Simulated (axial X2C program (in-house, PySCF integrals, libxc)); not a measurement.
**PbH⁺: cheaper levels and CCSD(T), two-component**

All values were computed with an axial X2C code built on PySCF integrals. Two-component (2c) means X2C with spin–orbit coupling and atomic mean-field two-electron Coulomb and Gaunt terms. Basis: Pb dyall-cv3z [12s14p10d7f1g], H dyall-v3z [6s2p1d] (cores contracted in-house); Gaussian nuclei, density fitting, unrestricted open shells. Masses: Pb 207.977 u, H 1.008 u.

State: Ω = 0 (closed shell); fragments Pb+ + H.

```
level  Re (Å)  ωe (cm⁻¹)  De (eV)
 PBE0   1.811     1707.1     1.74
   HF   1.790     1829.8    0.724
  MP2   1.790     1773.7     1.55
 CCSD   1.806     1705.7     1.73
TPSSh   1.820     1694.4     1.99
```

Correlated methods: 14 electrons correlated (number of frozen shells: Pb 5 s, 4 p, 2 d, 1 f; H none), 196 virtual spin orbitals or spinors in MP2, 90 natural virtuals in coupled cluster.

CCSD(T), same Hamiltonian and basis:

Re = 1.811 Å, ωe = 1675.6 cm⁻¹, De = 1.77 eV; T1 = 0.011 (Lee–Taylor normalisation).

Question: Give the differences from CCSD(T) in the columns below.

Answer: 

| level | ΔRe (Å) | Δωe (cm⁻¹) | ΔDe (eV) |
| --- | --- | --- | --- |
| PBE0 | 0.000 | 32 | -0.03 |
| HF | -0.021 | 154 | -1.05 |
| MP2 | -0.021 | 98 | -0.22 |
| CCSD | -0.005 | 30 | -0.04 |
| TPSSh | 0.009 | 19 | 0.22 |

The state is one determinant whose occupation by symmetry is held fixed; it was picked as the lowest of a PBE0 search that is not exhaustive. Closed shells are restricted here (equal orbitals for both partners); the stretched side of such a curve lies too high. Dissociation energies refer to the lowest single-determinant-based atoms at the same level and basis. CCSD and (T) use frozen natural virtuals with an MP2 correction for the truncation; (T) itself is uncorrected, so its De runs slightly low. Without a current term, density functionals place determinants with orbital angular momentum somewhat too high.
